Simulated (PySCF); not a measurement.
**Löwdin shares of the frontier orbitals**

C3H8OSi2.
Geometry (PBE0-D3(BJ)/def2-SVP, Å), atoms numbered from 1 in this order:
```xyz
14
C3H8OSi2 angstrom
C     -2.3838   -0.3927    0.7758
O     -2.0418    0.7147   -0.0134
Si    -0.7323    0.7700   -1.0280
C      0.8075    0.3624   -0.1036
C      1.8217    0.0701    0.5186
Si     3.3455   -0.3554    1.4507
H     -1.5536   -0.6992    1.4375
H     -3.2436   -0.1217    1.4064
H     -2.6721   -1.2640    0.1594
H     -0.6575    2.1563   -1.5514
H     -0.8573   -0.2225   -2.1374
H      3.0534   -0.3225    2.9129
H      3.7996   -1.7224    1.0637
H      4.4132    0.6352    1.1301
```

Level of theory: PySCF, TDDFT CAM-B3LYP/def2-SVPD, vertical, gas phase, core orbitals frozen in the response.

Frontier orbitals with the atoms that hold most of them (Löwdin shares over 4%, at most four atoms; ? is withheld):

| orbital | ε (eV) | atoms |
| --- | --- | --- |
| HOMO-3 | -10.55 | O2 48%, C1 16%, Si3 8%, H8 7% |
| HOMO-2 | -9.85 | O2 47%, C1 12%, C4 8%, Si3 8% |
| HOMO-1 | -9.63 | ? |
| HOMO | -9.46 | ? |
| LUMO | 0.14 | C4 24%, C5 24%, Si3 17%, Si6 11% |
| LUMO+1 | 0.47 | C5 27%, C4 27%, Si6 17%, Si3 12% |
| LUMO+2 | 0.97 | Si6 36%, Si3 13%, C5 12%, C4 8% |

Question: Which atoms hold the HOMO, and with what shares?

Answer: C5 (bonded to C and Si) 33%; C4 (bonded to C and Si) 32%; Si3 (bonded to C, O and 2 H) 8%; Si6 (bonded to C and 3 H) 6%. By element: carbon 66% or more, silicon 15%.

Question: Which atoms hold the HOMO-1, and with what shares?

Answer: C4 (bonded to C and Si) 35%; C5 (bonded to C and Si) 35%; O2 (bonded to C and Si) 10%; Si6 (bonded to C and 3 H) 7%. By element: carbon 70% or more, oxygen 10%, silicon 7% or more.

Question: How does S1 compare with the orbital gap of 9.60 eV?

Answer: S1 is at 5.39 eV (f = 0.0001), 4.21 eV below the gap, made of HOMO→LUMO (77%), HOMO-1→LUMO+1 (8%). Without the coupling terms of the response equations the lowest excitation would equal the gap.

Question: One configuration dominates each of S1, S3 and S4. Which, and how do the shares of the two leading atoms of either orbital change from the occupied to the empty one?

Answer: 
- S1 (5.39 eV, f 0.0001), HOMO→LUMO (77%): C5 33% → 24%, C4 32% → 24%
- S3 (5.80 eV, f 0.0002), HOMO-1→LUMO+1 (77%): C4 35% → 27%, C5 35% → 27%
- S4 (6.81 eV, f 0.0036), HOMO-2→LUMO (79%): O2 47% → at most 12%, C1 12% → at most 12%, C4 8% → 24%, C5 at most 8% → 24%

One conformer stands for the species.
